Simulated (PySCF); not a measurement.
## Computed properties of WO₂F₂, SMILES [O]=[W](=[O])([F])[F], multiplicity 1

WO₂F₂, SMILES [O]=[W](=[O])([F])[F], multiplicity 1. Coordinates come from a B3LYP-D3(BJ)/def2-SVP optimisation. The spin state was assumed, not searched. The isomer is the one that the SMILES or the coordinates give; other isomers of the formula were not compared. The def2 effective core potentials stand for the cores of W; spin–orbit coupling is left out. Other conformers were not sampled. All values are computed for the isolated molecule unless a solvent is named; none is compared with measurement here.

**Structure.** The optimised structure has C2v symmetry. All 9 harmonic modes at B3LYP-D3(BJ)/def2-SVP (PySCF) are real, so it is a minimum. With heavy atoms numbered as in [W:1](=[O:2])(=[O:3])([F:4])[F:5], the shortest bond between them is W1–O2 at 1.704 Å and the longest W1–F4 at 1.867 Å.

**Vibrations.** The strongest infrared lines (harmonic, unscaled, degenerate partners summed) lie at 1017 cm⁻¹ (183 km/mol, O 89 %, W 11 %), 719 cm⁻¹ (121 km/mol, F 85 %, W 15 %), 711 cm⁻¹ (75 km/mol, F 93 %). The softest mode is at 176 cm⁻¹ and the zero-point energy is 6.8 kcal/mol.

**Electronic structure.** HF/def2-TZVP (PySCF) places the frontier levels at -13.91 and 0.73 eV, a gap of 14.64 eV, and gives a dipole moment of 2.15 D and a mean polarisability of 34.4 bohr³. PBE/def2-TZVP (PySCF) at the same geometry gives -8.17 and -3.49 eV, so its gap is 9.96 eV narrower. An orbital gap is neither the optical nor the fundamental gap.

**Excitations.** TDDFT-CAM-B3LYP/def2-SVPD (PySCF) has S1 at 5.33 eV (233 nm, f = 0.001, dark); the most intense of the 10 singlets computed lies at 5.36 eV (f = 0.01). T1 (TDA) is at 4.76 eV. TDDFT-PBE/def2-SVPD (PySCF) puts S1 at 4.90 eV. No vertical singlet excitation falls in the visible range (under 3.1 eV).
